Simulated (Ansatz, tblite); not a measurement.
Cost and result up the ladder for the cluster GeSe2⁺ (3 atoms). The state is a doublet with charge 1. Geometry: PBE0-D4/def2-TZVP.

```xyz
3

Ge    1.023   -0.268    0.962
Se   -1.309   -0.033    0.320
Se    0.286    0.301   -1.282
```

Ansatz on 4 threads of Arm Neoverse V1 on a shared host; xTB runs through tblite on one thread. Times are rough, summed over both states, and most runs start from the orbitals of an earlier one. PBE-QIDH/def2-TZVP serves as the yardstick here, not as an exact answer. Differences are given only for rows in sets of like size (and for xTB, whose basis is part of the method), since another set adds its own error. The other state is a quartet at its own geometry.

The xTB rows come from tblite. B3LYP takes the VWN-RPA correlation. Correlated methods freeze 27 core orbitals; core or outer-core shells of Ge, Se are correlated, in sets that lack core-valence functions. The rows differ in basis, and correlated rows in double-zeta sets carry the largest basis error. The structure comes from a short search, and lower isomers may exist.

Correlated methods converge slowly with the basis, most of all in double-zeta sets (MP2 moves by 0.19 eV from def2-SVP to def2-TZVP here).

xTB has no spin-polarisation term.

```csv
level,functions,wall time,quartet − doublet (eV),difference from PBE-QIDH/def2-TZVP (eV)
GFN1-xTB,27,0.006 s,3.24,0.78
GFN2-xTB,27,0.007 s,2.50,0.04
HF/STO-3G,54,1.4 s,2.33,–
PBE-D4/def2-TZVP (with forces),144,5.4 s,2.42,-0.05
RPA@PBE/def2-TZVP,144,7.7 s,2.32,-0.15
B3LYP-D4/def2-TZVP,144,9.6 s,2.34,-0.13
HF/def2-TZVP,144,9.8 s,1.74,-0.73
PBE0-D4/def2-TZVP,144,10 s,2.40,-0.07
MP2/def2-TZVP,144,11 s,2.55,0.08
r2SCAN-D4/def2-TZVP,144,14 s,2.40,-0.07
CCSD(T)/def2-SVP,96,17 s,2.27,–
PBE-QIDH/def2-TZVP,144,17 s,2.47,0.00
r2SCANh-D4/def2-TZVP,144,18 s,2.39,-0.08
ωB97X-V/def2-TZVP,144,27 s,2.46,0.00
```
